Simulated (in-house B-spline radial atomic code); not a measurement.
## BHandHLYP excitations of P3+

Method: BHandHLYP. Computed with an all-electron radial atomic-structure program (B-spline basis): linear response of the closed shell [Ne] 3s2 with the functional's adiabatic kernel; non-relativistic, point nucleus, no spin-orbit coupling, no double excitations, S, P, D and F terms only.

Command:
```bash
python run_td.py task.json out
```
Settings (radii: box in bohr, nucleus in fm):
```
Z                        15
electrons                12
configuration            [Ne] 3s2
hamiltonian              nr
method                   bhandhlyp
box_radius               23.08
intervals                52
```

Time taken, with all properties: 0.2 s on 1 thread of Intel(R) Xeon(R) 6975P-C (Granite Rapids), with other jobs on the host.

The lowest states, in the order of their Tamm-Dancoff energies; the method's threshold (minus the highest occupied level) is 48.13 eV. Labels give the largest channel, * marks a mixed state, and oscillator strengths are full-response dipole values. Semilocal kernels can invert the small singlet-triplet splittings of Rydberg terms. Energies in eV:

```
     state  full response  Tamm-Dancoff  oscillator strength
3s → 3p 3P          7.521         7.889                    -
3s → 3p 1P         12.931        13.432                 1.48
3s → 3d 3D         22.119        22.175                    -
3s → 3d 1D         24.145        24.161                    -
3s → 4s 3S         27.353        27.359                    -
3s → 4s 1S         28.377        28.405                    -
3s → 4p 3P              ?             ?                    -
3s → 4p 1P          31.21         31.24               0.0556
3s → 4d 3D          35.21         35.22                    -
3s → 4d 1D          35.48         35.49                    -
3s → 4f 3F              ?             ?                    -
3s → 4f 1F          36.42         36.42                    -
3s → 5s 3S          36.99         36.99                    -
3s → 5s 1S          37.31         37.32                    -
3s → 5p 3P          38.39         38.39                    -
3s → 5p 1P          38.54         38.55               0.0274
```

Task: Where does 3s → 4p 3P lie?

Result: At 30.79 eV in full response, 30.80 eV in Tamm-Dancoff.

Task: Where does 3s → 4f 3F lie?

Result: At 36.31 eV in full response, 36.31 eV in Tamm-Dancoff.

Task: How large is the singlet-triplet splitting of 3s → 3p (P terms) in Tamm-Dancoff?

Result: 5.54 eV, from the unrounded values.

Task: What polarisabilities and dispersion coefficient does the method give?

Result: Dipole 6.783 bohr³, quadrupole 13.56 bohr⁵, C6 17.24 hartree·bohr⁶ for two such species.
